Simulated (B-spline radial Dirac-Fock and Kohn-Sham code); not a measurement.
## K-line shifts caused by a second vacancy in Nb⁺

System: the Nb⁺ ion, [Kr] 4d4.

These are calculated numbers from an atomic code on a B-spline grid; the model is Dirac-Fock (average of configuration) total-energy differences with a finite nucleus, the Breit interaction including its frequency dependence, and self-energy and vacuum-polarisation corrections. Each two-hole energy is an average over J within one jj subconfiguration, not an observable level; in light atoms, where LS coupling holds, the j-resolved values are not observed lines, and for a K spectator the Kα1 hypersatellite is nearly forbidden. Electron correlation is not included.

Lines without a spectator: Kα2 (K-L2) 16519.6 eV, Kα1 (K-L3) 16613.9 eV, Kβ3 (K-M2) 18604.1 eV, Kβ1 (K-M3) 18619.8 eV. Shifts in eV with one spectator hole (a dash: not computed, or left out as unreliable):

```
spectator hole    Kα2    Kα1     Kβ3     Kβ1
    L2 (2p1/2)  +47.3  +58.8       –  +127.4
    L3 (2p3/2)  +49.3  +48.5  +117.3       –
    M2 (3p1/2)      –  +5.64  +13.10  +16.26
    M3 (3p3/2)  +4.52      –  +14.41  +13.82
    M4 (3d3/2)  +0.24  -1.69       –       –
    M5 (3d5/2)  -1.95  -0.63       –       –
```

Q: Where does the K-L3 hypersatellite lie, emitted when both K electrons are missing?

A: +463.5 eV from the normal line, at 17077.4 eV. Removing both K electrons costs 38618.9 eV, which is 622.6 eV more than twice the K binding energy.

With n spectator holes in 2p, averaged over the 2p shell (energies in eV):

```tsv
n	KαLⁿ	step	hypersatellite KαʰLⁿ
0	16582.4	–	17042.8
1	16633.8	+51.4	17095.5
2	16686.4	+52.5	17149.3
3	16740.1	+53.7	17204.4
4	16795.0	+54.9	17260.6
5	16851.0	+56.1	17318.0
```
